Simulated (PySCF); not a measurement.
# Computed properties of C3H9BFN, SMILES CCNB(C)F

C3H9BFN, SMILES CCNB(C)F. The structure is a stationary point at ωB97X-D3(BJ)/def2-SVP. This is a generated structure with no PubChem entry under its InChIKey; it may be hypothetical. The values are those of a single conformer. All values are computed for the isolated molecule unless a solvent is named; none is compared with measurement here.

**Structure.** All 39 harmonic modes at ωB97X-D3(BJ)/def2-SVP (PySCF) are real, so it is a minimum. With heavy atoms numbered as in [CH3:1][CH2:2][NH:3][B:4]([CH3:5])[F:6], the shortest bond between them is B4–F6 at 1.357 Å and the longest B4–C5 at 1.578 Å.

**Vibrations.** The strongest infrared lines (harmonic, unscaled, degenerate partners summed) lie at 1579 cm⁻¹ (370 km/mol, N 39 %, B 31 %, H 26 %), 1406 cm⁻¹ (146 km/mol, H 49 %, B 29 %, C 18 %), 1332 cm⁻¹ (112 km/mol, H 73 %, B 16 %). The softest mode is at 32 cm⁻¹ and the zero-point energy is 80.7 kcal/mol.

**Electronic structure.** M06-2X/def2-TZVP (PySCF) places the frontier levels at -8.90 and 1.35 eV, a gap of 10.25 eV, and gives a dipole moment of 2.31 D and a mean polarisability of 58.6 bohr³. PBE/def2-TZVP (PySCF) at the same geometry gives -6.16 and 0.07 eV, so its gap is 4.02 eV narrower. An orbital gap is neither the optical nor the fundamental gap.

**Excitations.** TDA-B3LYP/def2-SVPD (PySCF) has S1 at 6.57 eV (189 nm, f = 0.022, weak); the most intense of the 10 singlets computed lies at 8.09 eV (f = 0.23). T1 (TDA) is at 6.33 eV, 0.24 eV under S1. TDA-PBE/def2-SVPD (PySCF) puts S1 at 6.05 eV. No vertical singlet excitation falls in the visible range (under 3.1 eV).

**NMR.** GIAO shifts at B3LYP/pcSseg-1 (PySCF) (non-relativistic, atoms alike by connectivity averaged): ¹³C from -2.8 to 43.5 ppm against TMS; ¹H from 0.5 to 3.4 ppm against TMS; ¹⁹F at -114.7 ppm against CFCl3; ¹¹B at 22.1 ppm against BF3.
